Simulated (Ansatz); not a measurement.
`[Cl][In]([Cl])[Cl]` + H₂Se → `[Cl][In-]([Cl])([Cl])[SeH2+]`  (adduct formation)

Program: Ansatz. Geometries: PBE0-D4/def2-TZVP. ΔE: electronic, gas phase. CCSD(T)/CBS is the MP2 limit (def2-TZVPP, def2-QZVPP) plus CCSD(T) − MP2 in def2-TZVPP, frozen cores. DFT in def2-TZVPP. def2 core potentials past Kr. For In, Se outer-core shells are correlated without core-valence functions, which leaves a few kJ/mol of doubt a bond. Scalar relativity is left out up to krypton. Each species was taken in one conformer, which may not be the lowest.

```json
{"species": "`[Cl][In]([Cl])[Cl]`", "revPBE energy (Eh)": "-1570.72546"}
{"species": "H₂Se", "revPBE energy (Eh)": "-2402.55271"}
{"species": "`[Cl][In-]([Cl])([Cl])[SeH2+]`", "revPBE energy (Eh)": "-3973.29456"}
```

Task: Work out ΔE.

Result: ΔE = (-3973.29456) − (-1570.72546) − (-2402.55271) = -0.01639 Eh = -43.0 kJ/mol. CCSD(T)/CBS gives -74.5 kJ/mol.

Largest T1 diagnostic among the species: 0.012.

From BLYP to BHLYP (50 % exact exchange), in def2-TZVPP and without D4, ΔE moves by −12.9 kJ/mol. Leaving LDA and LC-ωPBE aside and taking each functional with its dispersion term where it has one, the values, not all of them listed here, spread over 14.8 kJ/mol, from r2SCAN0-D4 to B2PLYP. LDA lies −27.2 kJ/mol from PBE without D4. At CCSD(T), def2-SVP lies +8.7 kJ/mol from the extrapolated value and def2-TZVPP +8.2 kJ/mol.
